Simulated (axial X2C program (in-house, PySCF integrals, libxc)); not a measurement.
Working with the constants of NaSr

A bond curve at the PBE0 level, with spin–orbit coupling, was computed with an in-house relativistic program for diatomic molecules (basis Sr dyall-cv3z [13s12p8d5f1g], Na dyall-cv3z [9s8p5d2f] (cores contracted in-house)) for the state Ω = 1/2 (⟨Sz⟩ = 0.50, ⟨Lz⟩ = 0.00 at PBE0). Its fit gives Re = 3.8593 Å, ωe = 93.4 cm⁻¹, ωexe = 0.87 cm⁻¹ and αe = 5.789e-04 cm⁻¹; the masses are 87.9056 and 22.9898 u. Two-component means X2C with spin–orbit coupling and atomic mean-field Coulomb and Gaunt terms.

Task: Find the reduced mass, Be and the force constant.

Result: From the PBE0 values: μ = 18.2238 u. Be = 16.8576/(μ Re²) = 0.06211 cm⁻¹. k = 5.8918×10⁻⁷ μ ωe² = 0.0937 mdyn/Å.

Task: A Morse curve ties αe to the other constants (Pekeris). How well does that hold?

Result: αe(Morse) = 6Be²/ωe × (√(ωexe/Be) − 1) = 6.796e-04 cm⁻¹; the PBE0 curve gives 5.789e-04 cm⁻¹, a ratio of 1.17.

Task: Estimate the centrifugal constant by the Kratzer relation.

Result: D = 4Be³/ωe² = 1.10e-07 cm⁻¹.

Task: Where do the fundamental and the first overtone lie?

Result: ν(1←0) = ωe − 2ωexe = 91.7 cm⁻¹; ν(2←0) = 2ωe − 6ωexe = 181.6 cm⁻¹.

Task: Estimate De from a Morse curve and compare with the computed well depth of 0.277 eV to Sr + Na.

Result: De(Morse) = ωe²/(4ωexe) = 0.311 eV against 0.277 eV computed, a ratio of 1.12. For De the Morse form works well here.

The state is one determinant whose occupation by symmetry is held fixed; it was picked as the lowest of a PBE0 search that is not exhaustive. De is counted from the lowest determinant-based energies of the atoms at the same level, without counterpoise correction. Density functionals use the spin component along the axis (collinear). The levels of this run spread widely (ωe from 73 to 97 cm⁻¹), so these constants depend on the method. The bond is weak, and without diffuse functions and with truncated virtuals even CCSD(T) can be tens of per cent off in De.
